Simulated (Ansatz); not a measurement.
Cartesian coordinates in Å:
```
B 1.0479 0.2545 -0.2175
C -0.1931 0.3069 -1.1045
N -1.2245 1.1068 -0.9791
F -0.3808 -0.5578 -2.0827
Si 0.4706 -1.0254 1.2281
Cl -1.2540 -0.3076 2.1747
H 1.9960 -0.2637 -0.7495
H 1.2191 1.2911 0.3774
H -2.0688 0.9604 -1.5103
H -1.2280 1.7647 -0.2174
H 0.1132 -2.4018 0.7893
H 1.5024 -1.1280 2.2914
```

Charge 0, multiplicity 1. The bonds changed during the relaxation, so this is another structure than the one it started from.

Problem. List the PBE/def2-TZVPP orbital energies in eV (Ansatz). (Estimate.)

Solution. Computed: Occupied: -2738.51, -1779.98, -661.67, -382.70, -273.06, -249.09, -189.77, -189.62, -189.61, -175.30, -137.63, -94.44, -94.33, -94.32, -32.24, -24.70, -20.04, -17.52, -15.52, -14.62, -13.48, -12.65, -12.17, -10.80, -9.51, -9.12, -8.98, -8.33, -7.88, -7.64, -7.10, -6.27. Lowest empty: -2.34, -0.44, -0.22, 0.40, 0.79, 0.92, 1.81, 1.96.
